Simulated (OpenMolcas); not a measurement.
# Rh4+ in a point-charge field

Rh4+ among 6 point charges of -1.7 e arranged as a tetragonal octahedron (D4h), 2 Å from the ion, with the axial distance 2.260 Å.

```
Program             : OpenMolcas 26.06
Method              : SS-CASPT2, IPEA 0.25 Eh, imaginary shift 0.1 Eh (closed shells correlated: 4s 4p)
Basis               : ANO-RCC-VTZP [7s6p4d2f1g]
Scalar Hamiltonian  : DKH2, point nucleus
Active space        : 5 electrons in 5 orbitals (4d)
State averaging     : 2S+1 = 6 even, 1 root; 2S+1 = 4 even, 24 roots; 2S+1 = 2 even, 75 roots
Spin-orbit coupling : state interaction with AMFI integrals over the reference wave functions
```

The lowest spin-free states (labels of D4, the rotations of D4h), above the lowest:

```
State  Degeneracy  E (cm-1)  Free-ion L (%)
  6A1           1         0         S (100)
   4E           2     24580          G (75)
  4A2           1     24780          G (73)
   4E           2     26110          G (93)
  4B1           1     26390          G (97)
  4B2           1     26780         G (100)
  4A1           1     27000         G (100)
  4A1           1     27200         G (100)
   4E           2     30100          D (63)
  4B1           1     31450          D (93)
  4B2           1     31930         D (100)
  4A1           1     32230         D (100)
   4E           2     34230          P (60)
  4A2           1     35110          P (74)
  2B2           1     36000          I (60)
   2E           2     36700          I (69)
  2B1           1     37580          I (81)
  2A2           1     37810          I (83)
   2E           2     37860          I (82)
  2B2           1     37950          I (80)
```

The lowest levels with spin-orbit coupling:

| E (cm-1) | Degeneracy | Label | 2S+1 | g |
| --- | --- | --- | --- | --- |
| 0 | 2 | E1/2 | 6 | 2.00 5.99 5.99 |
| 1 | 2 | E3/2 | 6 | 0.54 0.54 5.93 |
| 4 | 2 | E3/2 | 6 | 0.54 0.54 9.93 |
| 23930 | 2 | E1/2 | 4 | 3.49 3.49 4.33 |
| 23940 | 2 | E3/2 | 4 | 0.58 3.48 3.48 |
| 24320 | 2 | E1/2 | 4 | 1.01 2.15 2.15 |
| 24520 | 2 | E3/2 | 4 | 1.10 2.46 2.46 |
| 24790 | 2 | E3/2 | 4 | 0.77 0.77 0.88 |
| 25110 | 2 | E1/2 | 4 | 1.17 2.64 2.64 |
| 25640 | 2 | E3/2 | 4 | 1.72 1.91 1.91 |
| 25880 | 2 | E3/2 | 4 | 2.98 2.98 3.16 |
| 25910 | 2 | E1/2 | 4 | 0.34 0.34 2.41 |
| 26390 | 2 | E1/2 | 4 | 0.29 3.50 3.50 |
| 26410 | 2 | E3/2 | 4 | 1.24 3.66 3.66 |
| 26430 | 2 | E1/2 | 4 | 2.81 2.81 3.91 |
| 26770 | 2 | E3/2 | 4 | 1.89 4.75 4.75 |
| 26880 | 2 | E1/2 | 4 | 0.20 0.20 8.47 |
| 26940 | 2 | E3/2 | 4 | 0.29 0.29 5.68 |
| 27020 | 2 | E1/2 | 4 | 1.53 3.34 3.34 |
| 27210 | 2 | E1/2 | 4 | 2.53 3.71 3.71 |

Powder χT (cm3 K/mol): 4.18 at 2 K, 4.35 at 10 K, 4.36 at 50 K, 4.36 at 100 K, 4.36 at 200 K, 4.36 at 300 K. The effective moment at 300 K is 2.828 √(χT) = 5.91 μB.

The lowest level has 2S+1 = 6, for which the spin-only value is χT = S(S+1) / 2 = 4.375 cm3 K/mol (g = 2). The computed 4.365 at 300 K differs by -0.010, through a little spin-orbit mixing out of the ground term, against the free-electron g of 2.0023, which raises it.

Point charges give a weaker field than real ligands, and real ions of this kind are as a rule low spin; the high spin found here belongs to the model. Free-ion shares, where given, are those of the reference states; single-state CASPT2 does not remix them. Point charges carry no covalency, so the field is a model and not that of real ligands. No measured value stands beside these numbers.

The CASPT2 steps took 14 s on 1 thread of Arm Neoverse V1, on a shared host; the integral step is not counted.
